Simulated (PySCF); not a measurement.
# Static response to an electric field

Species: [Cu(NCS)2]-, C2CuN2S2 (charge -1 and singlet state).
Structure used (PBE0-D3(BJ)/def2-SVP), in Å, numbered top down from 1:
```
atom  x, y, z in Å
Cu1   -0.0005   -0.0019   -0.0095
N2     0.0158   -0.0126    1.8196
C3     0.0230   -0.0369    3.0007
S4     0.0367   -0.0686    4.6190
N5    -0.0056   -0.0011   -1.8391
C6     0.0046    0.0059   -3.0205
S7     0.0179    0.0132   -4.6389
```

Level: CAM-B3LYP/def2-SVPD (PySCF), static field, nuclei fixed, core orbitals frozen in the response. The polarisability tensor in these axes (au):

```
x    78.11  -0.01   0.18
y    -0.01  78.12  -1.39
z     0.18  -1.39 217.55
```

Task: What are the eigenvalues, a third of the trace, and Δα (Δα² = ½Σ(αi − αj)² over the three pairs)?

Result: Principal values 78.10, 78.11 and 217.56 au; mean 124.59 au = 18.46 Å³ = 20.54 × 10⁻⁴⁰ C²·m²/J; Δα = 139.45 au (112 % of the mean).

Task: Form Σ f/ω² (atomic units) for the 15 lowest TDDFT singlets, given as eV and f, and set it beside the mean polarisability, which is this sum over all singlets: 4.90, 0.0000; 4.95, 0.0000; 4.95, 0.0000; 5.24, 0.0000; 5.25, 0.0001; 5.25, 0.0002; 5.36, 0.0000; 5.36, 0.0000; 5.47, 1.1566; 5.61, 0.0540; 5.61, 0.0541; 5.78, 0.0791; 5.78, 0.0791; 5.98, 0.0000; 5.98, 0.0002.

Result: They add up to 34.69 au, 27.8 % of the 124.59 au; the largest single term is 28.62 au, from the state at 5.47 eV. Terms in order: 0.00, 0.00, 0.00, 0.00, 0.00, 0.01, 0.00, 0.00, 28.62, 1.27, 1.27, 1.76, 1.76, 0.00, 0.00 au. Higher excitations give the rest. The strengths listed sum to 1.423.

Task: What depolarisation ratio follows for Rayleigh scattering of linearly polarised light, taking the static tensor?

Result: ρ = 3Δα²/(45ᾱ² + 4Δα²) = 58341.8/(698527 + 77789.1) = 0.0752.

Task: What are the principal values of the traceless quadrupole moment, Θ = ½Σq(3rr − r²1), about the centre of nuclear charge?

Result: -84.48, 42.24, 42.24 D·Å. The values depend on the origin, since the species is charged. The electronic extent ⟨r²⟩ about the same centre is 3215 bohr², a root-mean-square distance of 3.20 Å for the 88 electrons.

Isolated species at its PBE0-D3(BJ)/def2-SVP geometry, gas phase. The geometry's basis has no diffuse functions.
